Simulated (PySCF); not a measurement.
A made-up structure of B$_{2}$H$_{2}$Se, singlet:

```xyz
5
angstrom
B -0.7537 -0.2015 -0.4893
B 0.5932 0.6140 0.3453
Se 0.6010 -1.5450 0.5396
H -1.8461 -0.4181 -1.2051
H 1.4055 1.5505 0.8096
```

It is relaxed with PBE-D4/def2-SVP and then PBE0-D4/def2-TZVP (PySCF 2.14 with density fitting (its default auxiliary sets; JK sets also for MP2 and CCSD(T))). Atoms count as bonded within 1.22 times the sum of their covalent radii (H–H: 0.88 Å). The end point is not checked to be a true minimum.

Problem. Does its bonding change? (Judge from chemistry; the calculation decides.)

Solution. By the calculation: No: no bond forms or breaks.

Where it ends: The first stage lowers the energy by 1.03 eV in 9 steps. It ends as B₂H₂Se ([BH]1[BH][Se]1):
```
5
angstrom
B -0.6746 -0.1813 -0.4326
B 0.5284 0.5469 0.3119
Se 0.5323 -1.3803 0.4904
H -1.6496 -0.3748 -1.0722
H 1.2545 1.3832 0.7250
```

Labels in which every atom is bracketed show which atoms are joined, not bond orders.

For scale, one of the runs: PBE0-D4/def2-TZVP relaxation, 122 basis functions, launched by `OMP_NUM_THREADS=2 python run.py`. Hardware: 2 CPU threads of an Arm Neoverse V2, shared host. Wall time 34 s; peak host memory 1.2 GiB.
